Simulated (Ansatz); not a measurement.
A nudged elastic band was laid between two geometries of ClH₃OSn (6 atoms, charge 0, multiplicity 1).

These are results of RKS B3LYP-D4/def2-SVP in Ansatz, not measurements.

```yaml
movable_images: 5
climbing_image: yes
spring: 5.0 eV/Å²
optimiser: quadratic models (default)
start_path: through a guess of the saddle point
force_threshold: 0.05 eV/Å
iteration_limit: 60
end_points: relaxed
```

Image 0:

```xyz
6
Properties=species:S:1:pos:R:3
Sn 0.398 -0.076 0.021
O 0.743 -0.117 1.977
H -0.068 -0.096 2.505
H 1.947 0.099 -0.672
Cl -0.883 1.867 -0.440
H -0.563 -1.412 -0.464
```

Image 6:

```xyz
6
Properties=species:S:1:pos:R:3
Sn 0.456 0.414 -1.018
O 1.206 0.012 1.271
H 0.450 0.528 1.627
H 1.013 -0.906 1.521
Cl -1.307 1.464 0.398
H -0.243 -1.247 -0.872
```

Problem. Which bonds break or form, and what moves?

Solution. Bonds broken: Sn1–H4. Bonds formed: O2–H4.

Problem. Give the energies along the band, and the barrier.

Solution. The run converged. The highest image is number 2 of 0 to 6, 1.92 eV above the first end and 2.53 eV above the last; the last end lies 0.62 eV below the first. Neighbouring images differ by up to 2.2 eV, so the band resolves the path poorly. A vibrational analysis at the climbing image gives one clearly imaginary mode, 1238i cm⁻¹: a first-order saddle point. The orbitals stay closed-shell, which can raise the energy where a bond breaks towards radicals; this wasn't checked here.

```json
{"image": "0", "path coordinate (Å)": "0.00", "energy (eV)": "0.00", "Sn1–H4 (Å)": "1.71", "O2–H4 (Å)": "2.92"}
{"image": "1", "path coordinate (Å)": "1.33", "energy (eV)": "0.09", "Sn1–H4 (Å)": "1.71", "O2–H4 (Å)": "2.93"}
{"image": "2", "path coordinate (Å)": "2.67", "energy (eV)": "1.92", "Sn1–H4 (Å)": "1.77", "O2–H4 (Å)": "1.58"}
{"image": "3", "path coordinate (Å)": "3.55", "energy (eV)": "-0.25", "Sn1–H4 (Å)": "2.56", "O2–H4 (Å)": "0.97"}
{"image": "4", "path coordinate (Å)": "4.44", "energy (eV)": "-0.42", "Sn1–H4 (Å)": "3.05", "O2–H4 (Å)": "0.97"}
{"image": "5", "path coordinate (Å)": "5.33", "energy (eV)": "-0.52", "Sn1–H4 (Å)": "3.07", "O2–H4 (Å)": "0.97"}
{"image": "6", "path coordinate (Å)": "6.22", "energy (eV)": "-0.62", "Sn1–H4 (Å)": "2.91", "O2–H4 (Å)": "0.97"}
```

Problem. What is the geometry of the highest image?

Solution. 
```xyz
6
Properties=species:S:1:pos:R:3
Sn 0.214 -0.038 -0.338
O 0.842 0.214 1.715
H 0.751 -0.573 2.281
H 1.788 -0.003 0.464
Cl -1.018 1.945 -0.814
H -1.003 -1.279 -0.381
```

The run took 5.7 min on 1 thread of AMD EPYC 7R43 64-Core Processor (Zen 3) (shared host), peak memory 0.17 GiB.
